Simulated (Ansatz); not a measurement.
`F[SiH]([SeH])O[SiH3]` + SiH₄ → `F[SiH]([SiH3])O[SiH3]` + H₂Se at 600 K and 1 bar (formal exchange of groups at the Si–Se bond).

Computed with Ansatz on PBE0-D4/def2-TZVP structures; ΔE is electronic, products minus reactants. CCSD(T)/CBS is the MP2 limit (def2-TZVPP, def2-QZVPP) plus CCSD(T) − MP2 in def2-TZVPP, frozen cores. This one scheme is used for every species. For Se outer-core shells are correlated without core-valence functions, which leaves a few kJ/mol of doubt a bond. Scalar relativity is left out up to krypton. Each species was taken in one conformer, which may not be the lowest.

```csv
species,CCSD(T)/CBS energy (Eh),H − E (kJ/mol),S (J/(mol·K))
`F[SiH]([SeH])O[SiH3]`,-3157.02257,202.8,507.4
SiH₄,-291.46306,108.7,242.3
`F[SiH]([SiH3])O[SiH3]`,-1046.55730,253.7,527.5
H₂Se,-2401.89790,57.0,244.8
```

H − E and S are ideal-gas, rigid-rotor, harmonic terms from PBE0-D4/def2-TZVP, for one conformer and one mirror image of each species. 1 Eh = 2625.50 kJ/mol, R = 8.31446 J/(mol·K).

Task: By hand: ΔE, ΔH, ΔS and ΔG.

Result: ΔE = (-1046.55730) + (-2401.89790) − (-3157.02257) − (-291.46306) = 0.03043 Eh = 79.9 kJ/mol. Δ(H − E) = 253.7 + 57.0 − 202.8 − 108.7 = -0.8, so ΔH = 79.1 kJ/mol. ΔS = 527.5 + 244.8 − 507.4 − 242.3 = 22.6 J/(mol·K). ΔG = 79.1 − 600 × (22.6)/1000 = 65.5 kJ/mol.

Task: By hand: the equilibrium constant, and the temperature at which ΔG would vanish if ΔH and ΔS stayed fixed.

Result: log₁₀ K = −ΔG/(RT ln 10) = -5.7. ΔG = 0 at ΔH/ΔS = 3500 K, far beyond where these terms or the molecules hold.

ΔH outweighs TΔS. A doubt of 5 kJ/mol in ΔE shifts log₁₀ K by 0.4 here. Other conformers and mirror images would add mixing entropy, several J/(mol·K) or more a flexible species. Modes under 60 cm⁻¹, often nearly free rotors, make the harmonic entropy too high. These are equilibria of isolated gas molecules and say nothing of rates. Largest T1 diagnostic: 0.013 (customary marks: 0.02 for closed shells, 0.045 for open ones).
